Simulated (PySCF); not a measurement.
PySCF 2.14 output of an unrestricted B3LYP calculation on a single atom or ion in x2c-SVPall, with the spin-free X2C one-electron Hamiltonian (Gaussian nucleus):

```
SCF conv_tol = 1e-09
number electrons alpha = 5  beta = 3
    P. J. Stephens, F. J. Devlin, C. F. Chabalowski, and M. J. Frisch.,  J. Phys. Chem. 98, 11623 (1994)
cycle= 1 E= -126.627665018681  delta_E= -0.00206  |g|= 0.00992  |ddm|= 0.0427
cycle= 2 E= -126.627689862494  delta_E= -2.48e-05  |g|= 0.00331  |ddm|= 0.00721
cycle= 3 E= -126.627692907052  delta_E= -3.04e-06  |g|= 0.000464  |ddm|= 0.00218
cycle= 4 E= -126.627692973482  delta_E= -6.64e-08  |g|= 1.41e-05  |ddm|= 0.000302
cycle= 5 E= -126.627692973577  delta_E= -9.59e-11  |g|= 7.71e-08  |ddm|= 1.33e-05
converged SCF energy = -126.627692973577  <S^2> = 2.0014185  2S+1 = 3.0009455
```

The run itself started from symmetry-adapted Hartree-Fock orbitals and held the occupation by maximum overlap, on a logarithmic radial grid, so the iterations belong to that start.

Problem. Which element, charge and spin multiplicity is this?

Solution. Ne²⁺ (neon, charge +2), multiplicity 3; the state was [He] 2s2 2p4, high-spin 3P determinant.
